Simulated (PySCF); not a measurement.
## Spinor energies of Rh²⁺ (rhodium, charge +2)

Start: [Kr] 4d7; 4d3/2 filled at m_j = -3/2, -1/2, +1/2, +3/2; 4d5/2 filled at m_j = +1/2, +3/2, +5/2. Calculated with PySCF 2.14 in x2c-SVPall-2c: generalised Hartree-Fock with the X2C-1e Hamiltonian and a Gaussian nucleus; one run each with spin-orbit coupling (SO) switched off, then screened by Boettger's factors.

```csv
spinor shell,electrons,"ε, spin-free (eV)","ε, screened SO (eV)",weight of nominal j (screened SO),"rms radius, screened SO (bohr)"
1s1/2,2,-23359.5,-23358.0,1.000,0.0375
2s1/2,2,-3485.4,-3484.9,1.000,0.154
2p1/2,2,-3119.9,-3220.1,1.000,0.134
2p3/2,4,-3119.9,-3073.2,1.000,0.138
3s1/2,2,-675.19,-675.02,1.000,0.415
3p1/2,2,-551.69,-569.54,1.000,0.411
3d3/2,4,-354.35,-357.54,0.992,0.401
3d5/2,6,-354.35,-352.03,0.994,0.405
4s1/2,2,-122.04,-121.98,1.000,1.05
4p1/2,2,-84.429,-89.444,0.832,1.14
4p3/2,4,-84.429,-81.948,0.916,1.16
4d5/2,3,-32.743,-33.483,0.752,1.55
4d3/2,4,-32.743,-32.196,0.705,1.57
```

Q: Where does 3p3/2 lie, and what is the 3p spin-orbit splitting (screened SO)?

A: At -543.25 eV, 26.293 eV above 3p1/2.

| quantity | spin-free | screened SO |
| --- | --- | --- |
| E (hartree) | -4779.56612 | -4780.29440 |
| M_J | 9/2 | 9/2 |
| ⟨J²⟩ | 24.757 | 24.758 |
| ⟨L²⟩ | 12.005 | 12.160 |
| ⟨S²⟩ | 3.752 | 3.709 |

Each row is a mean over spinors that exchange with the open shell spreads, by up to 8.821 eV (4p3/2).

Rows whose weight is well below 1 are mixtures of j = l ± 1/2: exchange outweighs spin-orbit coupling there, and the label is only the starting occupation.

Breit and QED terms are absent; they matter most for the inner s and p1/2 levels.

Densities and radii are taken from the X2C orbitals without a picture-change correction, which distorts them close to the nucleus.

Without spin-orbit coupling the j labels of p, d and f shells carry no meaning; the spin-free column gives the mean over the occupied spinors of each nl shell.
